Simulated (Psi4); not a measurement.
H$_{3}$ClGeO, singlet, geometry from GFN2-xTB; BLYP/6-31G, TDA (Psi4 1.11).

The Psi4 input:
```
memory 2 GB

molecule mol {
0 1
  Ge   -0.090364   -0.551481    0.026528
  O     1.590439   -0.612286   -0.388669
  Cl   -0.645351    1.472405    0.115429
  H    -0.740331   -1.272790   -1.113309
  H    -0.320963   -1.197911    1.371989
  H     2.200405   -0.014493    0.039497
symmetry c1
}

set basis 6-31g
set reference rks
set puream true
set save_jk true
set tdscf_states [5]
set tdscf_tda true
set d_convergence 1e-8

energy('td-blyp')
print_variables()
```

Problem. Predict the main parts of the log of this Psi4 run.

Solution. 
```
   => Loading Basis Set <=

    Name: 6-31G
    Role: ORBITAL
    Keyword: BASIS

         ---------------------------------------------------------
                                   SCF
               by Justin Turney, Rob Parrish, Andy Simmonett
                          and Daniel G. A. Smith
                              RKS Reference
         ---------------------------------------------------------

  ==> Geometry <==

    Molecular point group: c1
    Full point group: C1

    Geometry (in Angstrom), charge = 0, multiplicity = 1:

       Center              X                  Y                   Z               Mass
    ------------   -----------------  -----------------  -----------------  -----------------
         GE          -0.069567583641    -0.539160352825     0.025893300000    73.921177761000
         O            1.611235416359    -0.599965352825    -0.389303700000    15.994914619570
         CL          -0.624554583641     1.484725647175     0.114794300000    34.968852682000
         H           -0.719534583641    -1.260469352825    -1.113943700000     1.007825032230
         H           -0.300166583641    -1.185590352825     1.371354300000     1.007825032230
         H            2.221201416359    -0.002172352825     0.038862300000     1.007825032230

  Running in c1 symmetry.

  Rotational constants: A =      0.42874  B =      0.12153  C =      0.09856 [cm^-1]
  Rotational constants: A =  12853.27037  B =   3643.40077  C =   2954.62137 [MHz]
  Nuclear repulsion =  285.247113712900216

  Charge       = 0
  Multiplicity = 1
  Electrons    = 60
  Nalpha       = 30
  Nbeta        = 30

  ==> Algorithm <==

  SCF Algorithm Type is DF.
  DIIS enabled.
  MOM disabled.
  Fractional occupation disabled.
  Guess Type is SAD.
  Energy threshold   = 1.00e-06
  Density threshold  = 1.00e-08
  Integral threshold = 1.00e-12

  ==> Primary Basis <==

  Basis Set: 6-31G
    Blend: 6-31G
    Number of shells: 29
    Number of basis functions: 55
    Number of Cartesian functions: 57
    Spherical Harmonics?: true
    Max angular momentum: 2

  ==> DFT Potential <==

   => LibXC <=

    Version 7.1.2
    S. Lehtola, C. Steigemann, M. J. T. Oliveira, and M. A. L. Marques,  SoftwareX 7, 1–5 (2018) (10.1016/j.softx.2017.11.002)

   => Composite Functional: BLYP <=

    BLYP GGA Exchange-Correlation Functional

    P.J. Stephens et. al., J. Phys. Chem., 98, 11623-11627, 1994
    B. Miehlich et. al., Chem. Phys. Lett., 157(3), 200-206 1989

    Deriv               =              1
    GGA                 =           TRUE
    Meta                =          FALSE

    Exchange Hybrid     =          FALSE
    MP2 Hybrid          =          FALSE

   => Exchange Functionals <=

    1.0000     XC_GGA_X_B88

   => Correlation Functionals <=

    1.0000     XC_GGA_C_LYP

   => LibXC Density Thresholds  <==

    XC_GGA_C_LYP:  1.00E-14
    XC_GGA_X_B88:  1.00E-15

   => Molecular Quadrature <=

    Radial Scheme          =       TREUTLER
    Pruning Scheme         =           NONE
    Nuclear Scheme         =       TREUTLER

    Blocking Scheme        =         OCTREE
    BS radius alpha        =              1
    Pruning alpha          =              1
    Radial Points          =             75
    Spherical Points       =            302
    Total Points           =         130160
    Total Blocks           =           1028
    Max Points             =            256
    Max Functions          =             53
    Weights Tolerance      =       1.00E-15

   => Loading Basis Set <=

    Name: (6-31G AUX)
    Role: JKFIT
    Keyword: DF_BASIS_SCF

  ==> Integral Setup <==

  SCF_SUBTYPE=INCORE selected. In-core MEM_DF algorithm will be used.
  Using in-core AOs.

  ==> MemDFJK: Density-Fitted J/K Matrices <==

    J tasked:                   Yes
    K tasked:                    No
    wK tasked:                   No
    Algorithm:                 Core
    Schwarz Cutoff:           1E-12
    Mask sparsity (%):       2.6446
    Fitting Condition:        1E-10

   => Auxiliary Basis Set <=

  Basis Set: (6-31G AUX)
    Blend: CC-PVDZ-JKFIT
    Number of shells: 134
    Number of basis functions: 422
    Number of Cartesian functions: 495
    Spherical Harmonics?: true
    Max angular momentum: 3

  Minimum eigenvalue in the overlap matrix is 2.6279991679E-02.
  Reciprocal condition number of the overlap matrix is 6.7853620957E-03.
    Using symmetric orthogonalization.

  ==> Pre-Iterations <==

  SCF Guess: Superposition of Atomic Densities via on-the-fly atomic UHF (no occupation information).

   -------------------------
    Irrep   Nso     Nmo
   -------------------------
     A         55      55
   -------------------------
    Total      55      55
   -------------------------

  ==> Iterations <==

                           Total Energy        Delta E     RMS |[F,P]|

   @DF-RKS iter SAD: -2610.96934282157963   -2.61097e+03   0.00000e+00
   @DF-RKS iter   1: -2612.41325573259292   -1.44391e+00   5.04711e-02 DIIS/ADIIS
   @DF-RKS iter   2: -2609.56267941155738    2.85058e+00   8.67585e-02 DIIS/ADIIS
   @DF-RKS iter   3: -2613.76359810609574   -4.20092e+00   1.53878e-02 DIIS/ADIIS
   @DF-RKS iter   4: -2613.75206317856919    1.15349e-02   1.02918e-02 DIIS/ADIIS
   @DF-RKS iter   5: -2613.87698979526749   -1.24927e-01   7.75293e-04 DIIS/ADIIS
   @DF-RKS iter   6: -2613.87767499222991   -6.85197e-04   2.28308e-04 DIIS/ADIIS
   @DF-RKS iter   7: -2613.87778487565583   -1.09883e-04   5.44458e-05 DIIS
   @DF-RKS iter   8: -2613.87779078194762   -5.90629e-06   6.71590e-06 DIIS
   @DF-RKS iter   9: -2613.87779087338686   -9.14392e-08   1.39782e-06 DIIS
   @DF-RKS iter  10: -2613.87779087677518   -3.38832e-09   1.96175e-07 DIIS
   @DF-RKS iter  11: -2613.87779087685203   -7.68523e-11   2.17692e-08 DIIS
   @DF-RKS iter  12: -2613.87779087685476   -2.72848e-12   4.40826e-09 DIIS
  Energy and wave function converged.

  ==> Post-Iterations <==

   Electrons on quadrature grid:
[...]
  @DF-RKS Final Energy: -2613.87779087685476
    Total Energy =                      -2613.8777908768547604
[...]
 Dipole Z            :          0.5316310           -0.0719381            0.4596929
 Magnitude           :                                                    0.5967955

 ------------------------------------------------------------------------------------

******************************************************************************************
**********                               WARNING                                **********
**********       The names of excited state variables changed between 1.5       **********
**********     and 1.6. For a quick solution, remove the symmetry specifier     **********
**********   from the variable name. For full details, see 'Notes on Psivars'   **********
**********                        in the documentation.                         **********
******************************************************************************************

         ---------------------------------------------------------
                         TDSCF excitation energies
                 by Andrew M. James and Daniel G. A. Smith
         ---------------------------------------------------------

  ==> Options <==

     Residual threshold  : 1.0000e-06
     Initial guess       : denominators
     Reference           : RHF
     Solver type         : TDA (Davidson)

  ==> Requested Excitations <==

      5 singlet states with A symmetry

  ==> Seeking the lowest 5 singlet states with A symmetry

                         Generalized Davidson Solver
                               By Ruhee Dcunha

  ==> Options <==

    Max number of iterations        = 60
    Eigenvector tolerance           = 1.0000e-06
    Max number of expansion vectors = 1500

  => Iterations <=
                           Max[D[value]]     Max[|R|]   # vectors
  DavidsonSolver iter   1:   2.61054e-01  3.44638e-02     20
  DavidsonSolver iter   2:   1.85483e-03  5.06521e-03     25
  DavidsonSolver iter   3:   2.89164e-05  7.59167e-04     30
  DavidsonSolver iter   4:   3.35849e-07  8.76201e-05     35
  DavidsonSolver iter   5:   3.69811e-09  2.47461e-06     40
  DavidsonSolver iter   6:   5.27081e-12  8.67836e-07     41      Converged

******************************************************************************************
**********                               WARNING                                **********
**********  Length-gauge rotatory strengths are **NOT** gauge-origin invariant  **********
******************************************************************************************

                                    Excitation Energy         Total Energy        Oscillator Strength             Rotatory Strength
     #   Sym: GS->ES (Trans)        au              eV              au          au (length)    au (velocity)    au (length)    au (velocity)
    ---- -------------------- --------------- --------------- --------------- --------------- --------------- --------------- ---------------
     1        A->A (1 A)       0.23769         6.46776        -2613.64011      0.0146          0.0014          0.0527         -0.0095
     2        A->A (1 A)       0.24627         6.70130        -2613.63152      0.0121          0.0244          0.0459          0.0498
     3        A->A (1 A)       0.25429         6.91960        -2613.62350      0.0131          0.0045         -0.0443         -0.0200
     4        A->A (1 A)       0.25875         7.04087        -2613.61904      0.0095          0.0064         -0.0114         -0.0161
     5        A->A (1 A)       0.26028         7.08246        -2613.61752      0.0156          0.0233         -0.0154         -0.0295

Contributing excitations
Only contributions with abs(coeff) > 1.00e-01 will be printed:

Excited State    1 (1 A):   0.23769 au   191.70 nm f = 0.0146
  Sums of squares: Xssq =  1.000000e+00
     28a  ->  31a     0.167781 ( 2.815%)
     29a  ->  31a     0.124064 ( 1.539%)
     29a  ->  32a     0.133720 ( 1.788%)
     30a  ->  31a     0.944630 (89.233%)
     30a  ->  32a    -0.147679 ( 2.181%)

Excited State    2 (1 A):   0.24627 au   185.02 nm f = 0.0121
  Sums of squares: Xssq =  1.000000e+00
     29a  ->  31a     0.125954 ( 1.586%)
     29a  ->  32a    -0.197152 ( 3.887%)
     30a  ->  31a    -0.146121 ( 2.135%)
     30a  ->  32a    -0.951022 (90.444%)

Excited State    3 (1 A):   0.25429 au   179.18 nm f = 0.0131
  Sums of squares: Xssq =  1.000000e+00
     28a  ->  32a    -0.129075 ( 1.666%)
     29a  ->  31a     0.806609 (65.062%)
     29a  ->  32a    -0.525184 (27.582%)
     30a  ->  32a     0.193747 ( 3.754%)

Excited State    4 (1 A):   0.25875 au   176.09 nm f = 0.0095
  Sums of squares: Xssq =  1.000000e+00
     28a  ->  31a    -0.505248 (25.528%)
     28a  ->  32a    -0.486134 (23.633%)
     29a  ->  31a     0.354302 (12.553%)
     29a  ->  32a     0.590178 (34.831%)
     30a  ->  32a    -0.140881 ( 1.985%)

Excited State    5 (1 A):   0.26028 au   175.06 nm f = 0.0156
  Sums of squares: Xssq =  1.000000e+00
     28a  ->  31a    -0.815112 (66.441%)
     28a  ->  32a     0.489374 (23.949%)
     29a  ->  32a    -0.245996 ( 6.051%)
     30a  ->  31a     0.148868 ( 2.216%)

******************************************************************************************
**********                               WARNING                                **********
**********       The names of excited state variables changed between 1.5       **********
**********     and 1.6. For a quick solution, remove the symmetry specifier     **********
**********   from the variable name. For full details, see 'Notes on Psivars'   **********
**********                        in the documentation.                         **********
******************************************************************************************

  Variable Map:
  ----------------------------------------------------------------------------
[...]
  Array Variable Map:
  ----------------------------------------------------------------------------
[...]
[...]
```
